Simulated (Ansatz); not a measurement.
Basis-set extrapolation for Cl$_{2}$FH$_{5}$N$_{2}$Si$_{2}$, SMILES `N[SiH](F)[Si](N)(Cl)Cl` (PBE0-D4/def2-TZVP geometry, frozen core, the Gaussian-basis code of Ansatz). Multiplicity 1, RHF reference.

|  | def2-TZVPP | def2-QZVPP |
| --- | --- | --- |
| HF | -1708.516717 | -1708.570900 |
| MP2 correlation | -1.284319 | -1.399818 |
| CCSD(T) correlation | -1.395635 | not run |

Energies in hartree. Use E(X) = E(∞) + A·exp(−7.88·√X) for Hartree–Fock and E(X) = E(∞) + B·X^(−2.97) for correlation, with X = 3 and 4, and add CCSD(T) minus MP2 of the smaller set to the MP2 limit.

Q: What is the CCSD(T) energy at the basis-set limit?

A: HF limit: -1708.570900 + (-0.054183) × 0.13774 = -1708.57836. MP2 limit: -1.399818 + (-0.115499) × 0.74074 = -1.48537. Higher-order term: -1.395635 − (-1.284319) = -0.11132. Total: -1710.17505 hartree, 7.15 eV below CCSD(T)/def2-TZVPP.
